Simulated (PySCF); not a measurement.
**A search over the determinants of TlN**

Unrestricted PBE0; Tl def2-SVP with ECP60, N def2-SVP; scalar-relativistic core potentials (PySCF 2.14). Outer shells of the fragments: Tl 5d10 6s2 6p1; N 2s2 2p3.

Followed along the bond (rough minima from three points):

```csv
2Ms+1,unpaired,⟨S²⟩ at the start,R at minimum (Å),Te (eV)
3,π ↑↑,2.01,2.33,0.00
3,"σ ↑, π ↑",2.04,2.19,0.30
1,π ↑↓,1.00,2.32,0.57
1,"σ ↓, π ↑",1.01,2.15,0.78
5,"σ ↑, π ↑↑↑",6.01,none in the scan,≤ 1.76
```

Solutions found at the starting distance of 2.085 Å, counted from the lowest of them; the search is not exhaustive and high or unbound solutions are not listed, so other states can lie among these:

```
2Ms+1    unpaired   term  E (eV)  ⟨S²⟩  ⟨Lz²⟩  μ (D)
    3        π ↑↑    ³Σ⁻    0.00  2.01   0.00  -1.81
    3    σ ↑, π ↑     ³Π    0.02  2.04   1.01  -3.00
    1    σ ↓, π ↑  mixed    0.48  1.01   1.03  -3.20
    1        π ↑↓  mixed    0.55  1.00   2.01  -1.78
    1        none    ¹Σ⁺    1.81  0.00   0.00  -4.51
    1        none  mixed    2.11  0.00   2.00  -1.59
    5  σ ↑, π ↑↑↑     ⁵Π    2.24  6.01   1.00   0.36
    3  σ ↓, π ↑↑↑  mixed    3.21  3.02   1.00   0.18
    1  σ ↑, π ↑↓↓  mixed    3.44  2.02   3.01   0.37
    3        π ↑↑  mixed    4.02  2.00   2.01  -1.91
```

A term symbol is given only where ⟨S²⟩ and ⟨Lz²⟩ are close to those of a pure state; real π, δ and φ orbitals otherwise mix terms. A positive dipole means Tl(−)N(+).

Task: Compare the gap between the two lowest followed solutions at the starting distance with the gap between their minima.

Result: At PBE0 the second solution (triplet, unpaired electrons σ ↑, π ↑) lies +0.02 eV from the first (triplet, unpaired electrons π ↑↑) at 2.085 Å and +0.30 eV at the minima; the two curves relax by different amounts, since their minima lie near 2.19 and 2.33 Å.

Spin–orbit coupling is left out, which matters for elements this heavy, above all for dissociation energies.
